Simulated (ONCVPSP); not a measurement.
How hard is this nickel ONCV potential?

ONCVPSP 4.0.1 input, shortened (lines: element, Z, core and valence counts, functional; n l f; lmax; l rc ep ncon nbas qcut; lloc lpopt rc5 dvloc0; l nproj debl; icmod fcfact rcfact), LDA (Perdew-Wang 92), scalar-relativistic:

```
  Ni 28.00    3    3  -001012      upf
    1    0    2.00
    2    0    2.00
    2    1    6.00
    3    0    2.00
    3    1    6.00
    3    2    8.00
    2
    0    0.85    0.00    5   10    7.80
    1    1.20    0.00    4    8   13.90
    2    1.55    0.00    4    9   10.00
    4    4    0.65    0.00
    0    1    1.30
    1    2    3.90
    2    2    1.80
    2    0.40    0.85
```

Question: For each optimised wave give the share of its norm inside rc, the residual kinetic energy above qcut (Ha) and the cutoffs (Ha) for errors of 10, 1, 0.1 and 0.01 mHa per electron.

Answer:

| wave | norm inside rc | residual KE | 10 mHa | 1 mHa | 0.1 mHa | 0.01 mHa |
| --- | --- | --- | --- | --- | --- | --- |
| 3s | 0.695 | 4.7e-02 | 129.8 | 381.0 | 431.8 | 475.8 |
| 3p | 0.900 | 8.4e-09 | 34.8 | 45.5 | 56.0 | 65.3 |
| p projector 2 | 0.032 | 1.4e-09 | 23.9 | 34.8 | 44.5 | 52.7 |
| 3d | 0.869 | 9.3e-06 | 35.1 | 41.0 | 45.4 | 49.8 |
| d projector 2 | 0.064 | 1.7e-05 | 32.6 | 40.2 | 45.8 | 55.3 |

The occupied waves need 381 Ha and 432 Ha for 1 and 0.1 mHa. Its largest configuration-test error is +465 meV.
